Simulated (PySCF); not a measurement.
**Working out the excitation energy of F+**

F+ [He] 2s2 2p4 (3P) → F+ [He] 2s1 2p5 (3P). Calculation: PySCF 2.14, in x2c-QZVPPall (7s4p3d2f1g, 57 functions); the spin-free X2C one-electron Hamiltonian (Gaussian nucleus). Frozen: 1s2. Energies in hartree (1 hartree = 27.21139 eV):

```tsv
part	F+ (lower)	F+ (upper)
UHF	-98.928456	-98.127503
CCSD correlation	-0.172190	-0.216164
(T)	-0.002500	-0.005341
```

Task: What does Hartree-Fock give?

Result: (-98.127503) − (-98.928456) = 0.800953 hartree = 21.795 eV.

Task: What do CCSD and CCSD(T) give?

Result: The CCSD correlation energies differ by -0.043974 hartree = -1.197 eV and the triples by -0.002841 hartree = -0.077 eV, so CCSD gives 20.598 eV and CCSD(T) 20.521 eV.

Measured between the centres of the two terms (NIST): 20.431 eV, so CCSD(T) (valence) is off by 0.090 eV.

What remains against the reference includes basis incompleteness, the frozen core and higher excitations.
